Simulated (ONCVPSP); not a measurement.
**PBEsol ONCV dataset for aluminium (Al), scalar-relativistic all-electron reference.**

* Element: aluminium (Al)
* Generator: ONCVPSP 4.0.1
* Type: optimised norm-conserving Vanderbilt (ONCV)
* Functional: PBEsol
* Relativity: scalar-relativistic
* Frozen core: [He]
* Valence charge: 11
* Reference configuration: 2s2 2p6 3s2 3p1
* Partial waves: 2s+3s: rc 1.30 bohr, ncon 4, nbas 7, qcut 8.3 1/bohr, 2 projectors; 2p+3p: rc 1.30 bohr, ncon 4, nbas 8, qcut 8.7 1/bohr, 2 projectors
* Local potential: polynomial inside 0.85 bohr (lpopt 4, dvloc0 0 Ha)
* Core correction: Teter function, fcfact 4.5, rcfact 1.25

- Cutoffs needed: 40 Ha and 116 Ha (the cutoffs (Ha) at which the residual kinetic energy of the hardest occupied pseudo-wave falls to 1 and 0.1 mHa per electron)
- Ghost test: no bound ghost flagged; no localised positive-energy state flagged
- Configuration tests: 1 of 4 tests not solved or not reliable
- rms error of d²Exc/dni dnj: 2.84 mHa without and 1.90 mHa with the model core
